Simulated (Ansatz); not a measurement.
Consider the ligand exchange at a P–O bond: `C[SiH2]OP` + CH₃NH₂ → `CNP` + `C[SiH2]O`.

Program: Ansatz. Geometries: PBE0-D4/def2-TZVP. ΔE: electronic, gas phase. CBS: MP2 limit from def2 TZ/QZ plus the TZ coupled-cluster correction, frozen cores. This one scheme is used for every species. DFT in def2-TZVPP. B3LYP here is the variant with VWN-RPA as its local correlation; programs differ in this. Each species was taken in one conformer, which may not be the lowest.

Question: Is it downhill or uphill in electronic energy at CCSD(T)/CBS, and by how much? (An estimate is asked.)

Answer: The calculation gave: Uphill: ΔE = +3.0 kcal/mol.

Question: What do these levels give: PBE-D4, B3LYP-D4, ωB97X-V, B2PLYP, PBE, r2SCAN, HF/def2-TZVPP, CCSD/def2-TZVPP, CCSD(T)/def2-TZVPP, HF/def2-QZVPP, SCS-MP2/def2-QZVPP, HF/CBS(def2)? (Best estimate.)

Answer: Ansatz gave: PBE-D4 1.9, B3LYP-D4 3.5, ωB97X-V 2.9, B2PLYP 3.0, PBE 1.7, r2SCAN 2.6, HF/def2-TZVPP 4.4, CCSD/def2-TZVPP 3.1, CCSD(T)/def2-TZVPP 2.9, HF/def2-QZVPP 4.8, SCS-MP2/def2-QZVPP 3.2, HF/CBS(def2) 4.9 kcal/mol.

Largest T1 diagnostic among the species: 0.012.

In def2-TZVPP, CCSD(T) changes the Hartree–Fock value by −1.5 kcal/mol (the triples alone add −0.2 kcal/mol) and MP2 by −2.3 kcal/mol.
